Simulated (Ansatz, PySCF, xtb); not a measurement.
Process, species as SMILES: C[Si](Cl)(Cl)N[SiH3] + N (NH3) + 3 [SiH4] (SiH4) → C[SiH3] [methylsilane] + 2 N[SiH3] + 2 [SiH3]Cl
Structures are relaxed separately at B3LYP-D3(BJ)/def2-TZVP in Ansatz (a quantum-chemistry and plane-wave program), one conformer each, not searched for the lowest. Frequencies are from Ansatz or PySCF.

Quantity: bond separation energy (enthalpy at 298 K, with B3LYP-D3(BJ) rigid-rotor harmonic-oscillator terms), in eV. Valence correlation only, unless marked. No spin-orbit coupling. Non-relativistic. CBS marks a two-point X^-3 extrapolation of the correlation energy; Hartree-Fock from the larger set. [CCSD(T)-MP2]/basis is that difference in the basis named.

```
level                                                          program  bond separation energy (eV)  minus last row
-------------------------------------------------------------  -------  ---------------------------  --------------
GFN1-xTB                                                           xtb                        -1.10           -1.77
GFN2-xTB                                                           xtb                        -0.37           -1.04
HF/aug-cc-pV(T+d)Z                                              Ansatz                         0.42           -0.25
PBE0/6-31G*                                                     Ansatz                         0.64           -0.03
PBE0/def2-SVP                                                   Ansatz                         0.67            0.00
LC-wPBE/def2-TZVPD                                              Ansatz                         0.56           -0.11
SCS-MP2/cc-pV(T+d)Z                                             Ansatz                         0.63           -0.04
CCSD/cc-pV(T+d)Z                                                Ansatz                         0.64           -0.03
CCSD(T)/aug-cc-pV(T+d)Z                                         Ansatz                         0.74            0.07
RI-MP2/CBS(cc-pV(T+d)Z,cc-pV(Q+d)Z)+[CCSD(T)-MP2]/cc-pV(T+d)Z   Ansatz                         0.67            0.00
```
